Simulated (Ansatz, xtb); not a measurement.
Diatomic ZnP, multiplicity 4 (lowest of 2S+1 = 2, 4 at CCSD(T)/def2-TZVPP on PBE0 minima; our sources give no spin for the ground state, which may be another). No spin–orbit coupling. Zn is treated without relativity.

Seven points along R, fitted to fifth degree in 1/R; most abundant isotopes. Runs in def2 and cc sets follow the lowest solution found near the PBE0 minimum.

Codes used: Ansatz (a program for electronic structure); xtb for the GFN methods.  The GFN methods have no spin term and hold the electronic entropy of 300 K.

```csv
level,r_e (Å),ω_e (cm⁻¹),α_e (cm⁻¹),ω_e x_e (cm⁻¹),dipole (D)
GFN1-xTB,2.569,210,0.00066,-0.068,-
SVWN5/def2-TZVPP,2.383,247,0.0014,2.3,0.35
PBE/def2-TZVPP,2.455,219,0.0016,2.6,0.52
r2SCAN/def2-TZVPP,2.403,245,0.0014,2.4,0.74
B97M-V/def2-TZVPP,2.453,217,0.0017,3.0,0.69
B3LYP/def2-TZVPP,2.501,196,0.0019,3.3,0.66
PBE0/def2-TZVPP,2.434,233,0.0016,2.9,0.78
BHLYP/def2-TZVPP,2.475,210,0.0020,3.9,0.91
CAM-B3LYP/def2-TZVPP,2.442,219,0.0019,3.7,0.74
wB97X-V/def2-TZVPP,2.409,245,0.0016,3.4,0.94
wB97M-V/def2-TZVPP,2.435,224,0.0019,3.9,0.65
B2PLYP/def2-TZVPP,2.471,206,0.0020,3.8,-
CCSD/def2-TZVPP,2.493,185,0.0029,6.5,-
CCSD/def2-QZVPP,2.443,216,0.0021,4.7,-
CCSD(T)/def2-TZVPP,2.490,191,0.0025,5.3,-
CCSD(T)/def2-QZVPP,2.444,216,0.0020,4.0,-
"CCSD(T)/CBS(def2-TZVPP, def2-QZVPP)",2.425,227,0.0018,3.5,-
```

Correlated levels freeze the inner cores; with def2 sets outer-core shells near the valence are correlated too. CBS(a, b) extrapolates the correlation energy as X⁻³ and adds the Hartree–Fock energy of set b.
